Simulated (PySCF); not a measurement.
Compound: C3H9BrGe.
Numbering: `[CH3:1][Ge:2]([CH3:3])([CH3:4])[Br:5]` (hydrogens: H6, H7, H8 on C1; H9, H10, H11 on C3; H12, H13, H14 on C4)

Computed with PySCF, PBE0-D3(BJ)/def2-SVP geometry optimisation, gas phase.

Problem. List the bond lengths and angles at this level.

Solution. 
| bond | length (pm) | order |
| --- | --- | --- |
| C1–Ge2, Ge2–C3, Ge2–C4 | 194.5 | single |
| Ge2–Br5 | 233.8 | single |
| C1–H6 and 8 like bonds | 110.0 | single |

Bonds in one row agree within 1 pm and their mean is given. Orders are formal, as drawn. A selection of angles:
| angle | degrees |
| --- | --- |
| Ge2–C1–H6 | 110.1 |
| H6–C1–H7 | 108.8 |
| C1–Ge2–C3 | 112.5 |
| C1–Ge2–C4 | 112.6 |
| C1–Ge2–Br5 | 106.1 |

All 3 C–Ge bonds measure 1.944 to 1.945 Å. Ge2 (germanium bonded to Br and 3 C) is tetrahedral (angles from 106.1° to 112.6°).

Point group: C3v (every atom within 0.08 Å of its image). Not checked by PBE0-D3(BJ)/def2-SVP frequencies.

On an Arm Neoverse V2 with one thread, on a shared host, this took 2.5 min and 0.64 GiB of memory at its peak. That covers the optimisation of the geometry.
